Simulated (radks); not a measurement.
Problem. Method: scalar-relativistic Kohn-Sham, LDA (Slater exchange, Perdew-Wang correlation), spin-polarised, spherical densities, finite nucleus; open shells are filled with parallel spins first; Fermi nuclear charge, rms radius of each element as measured or else 0.836 A^(1/3) + 0.57 fm; computed with a radial shooting solver on a logarithmic mesh with Libxc functionals. Response by self-consistent Sternheimer equations with the Hartree and adiabatic LDA kernel, the relativistic mass of each level held fixed and spin-orbit coupling left out. Rank B2+, B3+, B+, B4+, B (NIST ground configurations) by static dipole polarisability, largest first.

Solution. B 23.96, B+ 10.77, B2+ 6.802, B3+ 0.02092, B4+ 0.007640 bohr^3.
